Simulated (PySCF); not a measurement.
## Atomic charges by several schemes

Compound: C₄H₁₆N₂OSi₂.
Structure used (GFN2-xTB), in Å, numbered top down from 1:
```
atom  x, y, z in Å
C1    -2.7809    0.7473   -0.3007
C2    -1.3160    0.7982    0.1340
C3    -1.1569    1.6718    1.3809
N4    -0.8258   -0.5441    0.3510
Si5    0.7828   -1.0725    0.0635
C6     2.1610   -0.5084    1.2457
N7     0.6736   -2.7917    0.1638
O8     1.1658   -0.5173   -1.4271
Si9    1.6995    0.3147   -2.6962
H10   -3.3922    0.3227    0.4935
H11   -3.1469    1.7459   -0.5253
H12   -2.8828    0.1276   -1.1873
H13   -0.7162    1.2215   -0.6768
H14   -0.1151    1.6940    1.6890
H15   -1.7502    1.2671    2.1988
H16   -1.4886    2.6876    1.1809
H17   -1.3383   -1.0154    1.0806
H18    1.9517   -0.8095    2.2669
H19    2.2743    0.5716    1.2329
H20    3.1199   -0.9349    0.9682
H21    1.5313   -3.3167    0.1727
H22    0.0018   -3.2530   -0.4277
H23    0.9921    1.5971   -2.7485
H24    1.4063   -0.5125   -3.8664
H25    3.1390    0.5329   -2.5319
```

Density: PBE0/pcSseg-1 (PySCF); schemes: Mulliken, IAO, Hirshfeld and ESP-fitted. Geometry: GFN2-xTB, one conformer, isolated molecule. GFN2-xTB frequencies show an imaginary mode (31i cm⁻¹), so this geometry is no minimum at that level.

Problem. Give the atomic charges in each scheme.

Solution. In e; atoms taken as equivalent share a row and are averaged (×n: the atom named and its like, n in all):

| atom | environment | Mulliken | IAO | Hirshfeld | ESP-fitted |
| --- | --- | --- | --- | --- | --- |
| C1 | methyl carbon | -0.198 | -0.422 | -0.124 | -0.590 |
| C2 | sp3 carbon bound to nitrogen | -0.186 | +0.023 | +0.026 | +0.692 |
| C3 | methyl carbon | -0.208 | -0.428 | -0.127 | -0.614 |
| N4 | silicon-bound nitrogen | -0.642 | -0.692 | -0.244 | -0.912 |
| Si5 | oxygen-bound silicon | +1.219 | +1.416 | +0.486 | +1.212 |
| C6 | Si-methyl carbon | -0.665 | -0.763 | -0.226 | -0.664 |
| N7 | silicon-bound nitrogen | -0.631 | -0.852 | -0.327 | -1.133 |
| O8 | siloxane oxygen | -0.717 | -0.892 | -0.305 | -0.596 |
| Si9 | oxygen-bound silicon | +0.718 | +0.894 | +0.386 | +0.624 |
| H10/H11/H12 | methyl hydrogen | +0.105 | +0.137 | +0.038 | +0.138 |
| H13 | methine hydrogen | +0.122 | +0.129 | +0.034 | -0.023 |
| H14/H15/H16 | methyl hydrogen | +0.104 | +0.135 | +0.037 | +0.138 |
| H17 | N–H hydrogen | +0.188 | +0.252 | +0.108 | +0.351 |
| H18/H19/H20 | methyl hydrogen | +0.132 | +0.154 | +0.039 | +0.145 |
| H21/H22 | N–H hydrogen | +0.186 | +0.260 | +0.113 | +0.395 |
| H23/H24/H25 | Si–H hydrogen | -0.131 | -0.154 | -0.085 | -0.133 |

Mean size of the charges over all atoms: ESP-fitted 0.394 e, IAO 0.361 e, Mulliken 0.291 e, Hirshfeld 0.129 e. Each set sums to the total charge, 0, to within 0.001 e. The IAO scheme projects the occupied orbitals on a minimal set of polarised atomic orbitals and counts the electrons in each atom's part of it.

Lowest charge. The schemes don't all agree: Mulliken O8 (-0.717); IAO O8 (-0.892); Hirshfeld N7 (-0.327); ESP-fitted N7 (-1.133).

Highest charge. All schemes agree: Mulliken Si5 (+1.219); IAO Si5 (+1.416); Hirshfeld Si5 (+0.486); ESP-fitted Si5 (+1.212).

Problem. Sum the charges by element, for elements with more than one atom.

Solution. 
| element | atoms | Mulliken | IAO | Hirshfeld | ESP-fitted |
| --- | --- | --- | --- | --- | --- |
| C | 4 | -1.257 | -1.590 | -0.451 | -1.176 |
| N | 2 | -1.274 | -1.544 | -0.571 | -2.045 |
| Si | 2 | +1.937 | +2.310 | +0.872 | +1.835 |
| H | 16 | +1.311 | +1.716 | +0.456 | +1.982 |

Problem. How closely do the schemes follow one another over all atoms?

Solution. Correlation coefficient and root-mean-square difference: IAO with Hirshfeld 0.99, 0.322 e; Mulliken with IAO 0.99, 0.115 e; Mulliken with Hirshfeld 0.98, 0.237 e; IAO with ESP-fitted 0.93, 0.192 e; Hirshfeld with ESP-fitted 0.92, 0.356 e; Mulliken with ESP-fitted 0.88, 0.251 e.
